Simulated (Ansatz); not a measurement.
Level of theory: B3LYP-D3(BJ)/def2-TZVP // B3LYP-D3(BJ)/def2-SVP in Ansatz (a program for electronic structure). All species are isolated molecules in the gas phase. One relaxed conformer stands for a flexible species; it need not be the lowest. B3LYP has the VWN-RPA correlation part, as in Gaussian.  In the def2 sets, heavy atoms carry core potentials.

Reference species (SMILES): `[Te](C)O` (C–Te–O–H torsion 91°) (neutral, multiplicity 1).

```json
{
 "hole reorganisation energy (four-point)": "0.558 eV",
 "vertical ionisation energy (Delta-SCF)": "8.30 eV",
 "HOMO": "-5.83 eV"
}
```

After one change: the hole reorganisation energy (four-point) rises by 0.023 eV; the vertical ionisation energy (Delta-SCF) falls by 0.22 eV; the HOMO goes up by 0.06 eV.

### Question
Name the change that produced these shifts. The new species is one of these.
A) `O[Te]C(F)(F)F` (H–O–Te–C torsion 85°)
B) `C=C[Te]O` (C–C–Te–O torsion -3°, C–Te–O–H torsion -87°)
C) `CC(C)[Te]O` (C–C–Te–O torsion -42°, C–Te–O–H torsion 94°)
D) `O[Te]CC(F)(F)F` (H–O–Te–C torsion -81°, O–Te–C–C torsion 80°)

### Answer
C, `CC(C)[Te]O` (C–C–Te–O torsion -42°, C–Te–O–H torsion 94°)
